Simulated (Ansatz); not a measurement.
Single points on the cluster GeS2⁻.

```yaml
crystal:
  periodic: [false, false, false]
  atoms:
    - {symbol: Ge, position_ang: [0.417804, -0.154851, -0.373389]}
    - {symbol: S, position_ang: [-1.240962, 0.789331, -1.263367]}
    - {symbol: S, position_ang: [0.823158, -0.634481, 1.636757]}
basis:
  gaussian: {orbitals: def2-TZVPD, initial_orbitals: start.molden}
total_charge: -1
magnetization: {spin_polarized: true, initial_magnetization: 1}
hamiltonian: {xc: hf}
scf: {omitted_lower_state_checks: [starts]}
output: {forces: true, orbitals: {seedname: orbitals}}
```

The file start.molden holds the orbitals of an earlier run on this structure, at another level or in another basis.

```sh
$ ansatz run in.yaml --threads 4 --pin off --events-out ev --progress --plain --max-ram 3916MiB
```

It prints (some lines left out):

```
Functional definition: HF
1253 factors; their error is unknown
mean field evaluation 1: about -78109.7705 eV, gradient 2.6e1 eV
mean field evaluation 2: about -78110.5642 eV, gradient 1.1e0 eV
mean field evaluation 4: about -78111.7799 eV, gradient 4.7e-1 eV
mean field evaluation 8: about -78111.7801 eV, gradient 1.4e-5 eV
mean field -78111.78005066 eV, -2870.5549707957 hartree, gradient 1.4e-5 eV, S^2 0.780040; 0 other end points of the search recorded, 0 dependent functions left out
reference -78111.78005066 eV, -2870.5549707957 hartree; 33, 32 occupied and 113, 114 virtual orbitals, 1253 factors
Total energy: -78111.78005066 eV, -2870.5549707957 hartree
Atom 0 at     0.417804    -0.154851    -0.373389 Å, force    -0.196256     0.072738     0.175393 eV/Å
Atom 1 at    -1.240962     0.789331    -1.263367 Å, force     0.178821    -0.092030     0.025678 eV/Å
Atom 2 at     0.823158    -0.634481     1.636757 Å, force     0.017436     0.019292    -0.201071 eV/Å
Dipole moment:     0.318196    -0.117933    -0.284370 e Å
Checks for a lower state left out: starts
```

Run time 2.2 s (4 threads of Arm Neoverse V1 on a shared host).

First input, but with `hamiltonian: {xc: pbe}`, `correlation: {method: rpa}` and without the key `output` (abridged; 2.9 s):

```
Functional definition: PBE
mean field -78175.22152186 eV, -2872.8864018599 hartree, gradient 2.7e-6 eV, S^2 0.753225
19 core orbitals not correlated: weight in the atoms' cores, before any rotation towards them, 1.000 or more for the frozen orbitals, at most 0.000 for the correlated occupied ones
Total energy: -78135.14382403 eV, -2871.4135736305 hartree
Checks for a lower state left out: starts
```

As the first input, with `gaussian: {orbitals: "def2-TZVPPD.json", initial_orbitals: start.molden}`, `correlation: {method: ccsd_t}`, `scf: {omitted_lower_state_checks: [starts, cluster_reference]}`, `output: {orbitals: {seedname: orbitals}}` and without the key `hamiltonian` (abridged; 16 s):

```
Functional definition: HF
mean field -78111.78205681 eV, -2870.5550445203 hartree, gradient 1.5e-6 eV, S^2 0.780069
19 core orbitals not correlated: weight in the atoms' cores, before any rotation towards them, 1.000 or more for the frozen orbitals, at most 0.000 for the correlated occupied ones
second order -15.65680798 eV of doubles, -0.00000000 eV of singles
cycle   1  -15.61067332 eV  change    4.6e-2 eV  update   1.2e-1
cycle   2  -16.09776325 eV  change   -4.9e-1 eV  update   4.0e-2
cycle   3  -16.22757515 eV  change   -1.3e-1 eV  update   2.6e-2
cycle   4  -16.20956372 eV  change    1.8e-2 eV  update   9.4e-3
cycle   5  -16.20956649 eV  change   -2.8e-6 eV  update   5.2e-3
cycle   6  -16.21022127 eV  change   -6.5e-4 eV  update   2.1e-3
cycle   7  -16.21043725 eV  change   -2.2e-4 eV  update   1.1e-3
cycle   8  -16.21096401 eV  change   -5.3e-4 eV  update   5.0e-4
cycle   9  -16.21095714 eV  change    6.9e-6 eV  update   2.2e-4
cycle  10  -16.21082536 eV  change    1.3e-4 eV  update   9.3e-5
cycle  11  -16.21087776 eV  change   -5.2e-5 eV  update   4.6e-5
cycle  12  -16.21088892 eV  change   -1.1e-5 eV  update   2.1e-5
perturbative correction -0.94607961 eV, -0.0347677843 hartree
Total energy: -78128.93902534 eV, -2871.1855514844 hartree
Checks for a lower state left out: starts, cluster_reference
```

As the first input, with `hamiltonian: {xc: {name: B2PLYP}}` and without the key `output` (abridged; 3.8 s):

```
Functional definition: B2PLYP
mean field -78170.66268685 eV, -2872.7188677636 hartree, gradient 4.4e-6 eV, S^2 0.764367
19 core orbitals not correlated: weight in the atoms' cores, before any rotation towards them, 1.000 or more for the frozen orbitals, at most 0.000 for the correlated occupied ones
second order -19.59899828 eV of doubles, -0.00000000 eV of singles
Total energy: -78175.95454965 eV, -2872.9133401346 hartree
Checks for a lower state left out: starts
```

The first input with `correlation: {method: mp2}`, `output: {orbitals: {seedname: orbitals}}` and without the key `hamiltonian` (abridged; 1.8 s):

```
Functional definition: HF
mean field -78111.78107630 eV, -2870.5550084870 hartree, gradient 2.4e-6 eV, S^2 0.780040
19 core orbitals not correlated: weight in the atoms' cores, before any rotation towards them, 1.000 or more for the frozen orbitals, at most 0.000 for the correlated occupied ones
second order -15.51221727 eV of doubles, -0.00000000 eV of singles
Total energy: -78127.29329357 eV, -2871.1250719573 hartree
Checks for a lower state left out: starts
```

First input, but with `gaussian: {orbitals: 6-31G}`, `hamiltonian: {xc: {name: B3LYP}, dispersion: d4}`, `output: {orbitals: {seedname: orbitals}}` (abridged; 0.75 s):

```
Functional definition: B3LYP
mean field -78182.52114622 eV, -2873.1546581075 hartree, gradient 2.6e-5 eV, S^2 0.753267
Total energy: -78182.71545181 eV, -2873.1617987062 hartree
Checks for a lower state left out: starts
```

As the first input, with `hamiltonian: {xc: {name: wB97M-V}}`, `output: {orbitals: {seedname: orbitals}}` (abridged; 8.5 s):

```
Functional definition: wB97M-V
mean field -78188.51888467 eV, -2873.3750709300 hartree, gradient 1.6e-5 eV, S^2 0.757425
Total energy: -78188.51893399 eV, -2873.3750727424 hartree
Checks for a lower state left out: starts
```

Geometry: PBE0-D4/def2-TZVPD.

The 6-31G sets use Cartesian d functions. B3LYP takes the VWN-RPA correlation. Correlated methods freeze 19 core orbitals; core or outer-core shells of Ge are correlated, in sets that lack core-valence functions. The structure comes from a short search, and lower isomers may exist.
